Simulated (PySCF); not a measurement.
BrNa, SMILES [Na][Br], point group C∞v.

Force field and properties: B3LYP/pcSseg-2 (PySCF, grid level 2). Vibrational terms come from second-order perturbation theory with semi-diagonal cubic constants, by steps of ±0.6 along the normal coordinates of each isotopologue. The parent has the commonest isotopes.

Equilibrium geometry (Å):

```tsv
atom	x	y	z
Na1	1.2652	-0.0117	-0.0112
Br2	-1.2541	0.0168	-0.0454
```

How much do zero-point and thermal motion change the parent's shieldings?


```csv
atom,σe (ppm),"anharmonic part, 0 K","harmonic part, 0 K",Δσ at 0 K,Δσ at 200 K,Δσ at 300 K
Na1,567.88,0.60,-0.27,0.33,0.64,0.88
Br2,3041.51,-1.10,-0.68,-1.77,-2.66,-3.52
```

And the bond lengths, in the parent and with ⁸¹Br at 2?


| bond | re (Å) | ⟨r⟩ at 0 K | between mean positions | ⟨r⟩, labelled |
| --- | --- | --- | --- | --- |
| Na1–Br2 | 2.5197 | 2.5263 | 2.5263 | 2.5263 |

Spin–orbit effects of the heavy atoms on shieldings are missing.

The study (22 SCF points, 91 basis functions) took 44 s on 1 thread of Intel Xeon @ 2.80GHz (shared host) (rough), peak memory 0.42 GiB, launched as `OMP_NUM_THREADS=1 python ens_run.py task.json out`.
